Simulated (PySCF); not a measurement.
# Ionisation energy of Te²⁺ by level of theory

Te²⁺ [Kr] 4d10 5s2 5p2 (3P) → Te³⁺ [Kr] 4d10 5s2 5p1 (2P), as a difference of total energies. Computed with PySCF 2.14 in x2c-TZVPall (8s6p4d2f, 60 functions), with scalar relativity by spin-free X2C-1e. Correlated levels: valence: [Kr] 4d10 frozen. The calculations carry no spin-orbit coupling.

| method | ionisation energy (eV) |
| --- | --- |
| UHF | 26.928 |
| BP86 | 27.592 |
| M06-2X | 27.455 |
| MP2 (valence) | 27.223 |
| SCS-MP2 (valence) | 27.163 |

Question: How much does correlation contribute at MP2 (valence)?

Answer: 27.223 − (26.928) = 0.295 eV, measured against UHF.

The reference lies between the lowest fine-structure levels, while these numbers refer to the centres of the terms.

Errors of the correlated levels include the incompleteness of this basis and the frozen core.

For comparison: 27.84 ± 0.04 eV (measured; NIST Atomic Spectra Database, ionization energies).
